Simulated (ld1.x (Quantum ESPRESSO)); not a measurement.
**Br (Z = 35): one change to a TM semilocal potential, before and after**

```json
{
 "Element": "bromine",
 "Generator": "ld1.x (Quantum ESPRESSO) 7.5",
 "Type": "norm-conserving Troullier–Martins (semilocal form)",
 "Functional": "PBE",
 "Relativity": "scalar-relativistic",
 "Frozen core": "[Ar] 3d10",
 "Valence charge": "7",
 "Reference configuration": "4s1.5 4p5.5",
 "Partial waves": "4s (bound): rc 1.35 bohr; 4d channel at -0.1 Ry: rc 1.10 bohr; 4p (bound): rc 1.25 bohr",
 "Local potential": "the p channel",
 "Core correction": "none"
}
```

All-electron outer shells of the reference configuration (PBE, scalar-relativistic, ld1.x):

| shell | level (eV) | outermost node (bohr) | outermost maximum (bohr) |
| --- | --- | --- | --- |
| 3p | -174.29 | 0.21 | 0.48 |
| 3d | -67.50 | – | 0.43 |
| 4s | -20.54 | 0.67 | 1.41 |
| 4p | -8.16 | 0.70 | 1.66 |

Change: wave 4s (bound): rc 1.35 bohr becomes 4s (bound): rc 1.08 bohr.

Cutoffs: the cutoffs (Ry, on a coarse ladder) from which the occupation-weighted sum of valence levels, in a spherical-Bessel basis at the reference potential, stays within 10 and 1 mRy of its value at 400 Ry; they do not see the model core or the augmentation charge, which bear on the density cutoff. Errors are all-electron minus pseudo energies relative to the spin-unpolarised reference configuration.

Q: What does the change do?

A: The potential gets harder (80 Ry and 140 Ry → 110 Ry and 260 Ry); the bound ghost in d disappears; of the 7 tests that both files solve, the error grows in 5 and shrinks in 1 by more than 15 % and 0.3 meV (median size 4.5 → 6.4 meV). A smaller radius makes the pseudo-wave follow the all-electron one further in, where it bends more sharply, so more plane waves are needed. A semilocal file is local in each channel, so a ghost entry of none says nothing of the separable form that plane-wave codes build from it.

| quantity | base | changed |
| --- | --- | --- |
| cutoff, loose | 80 Ry | 110 Ry |
| cutoff, tight | 140 Ry | 260 Ry |
| loose cutoff by channel (10 mRy a level) | s 35 Ry, p 55 Ry | s 70 Ry, p 55 Ry |
| bound ghosts | d | none |
| error for 4s2 4p5, meV [ΔE -6.16 eV] | +3.3 | +5.8 |
| error for 4s2 4p4, meV [ΔE 6.39 eV] | -0.2 | +5.8 |
| error for 4s2 4p3, meV [ΔE 29.15 eV] | -8.1 | +10 |
| error for 4s1 4p6, meV [ΔE 6.21 eV] | +2.1 | +4.7 |
| error for 4s1 4p5, meV [ΔE 19.40 eV] | +4.5 | +6.4 |
| error for 4s2 4p2, meV [ΔE 63.14 eV] | -27 | +22 |
| error for 4s2 4p1, meV [ΔE 109.16 eV] | -63 | +55 |

 A true bound ghost makes a file unfit for plane-wave use even where its test errors are small: the radial tests pick states by their node count and pass the ghost by.
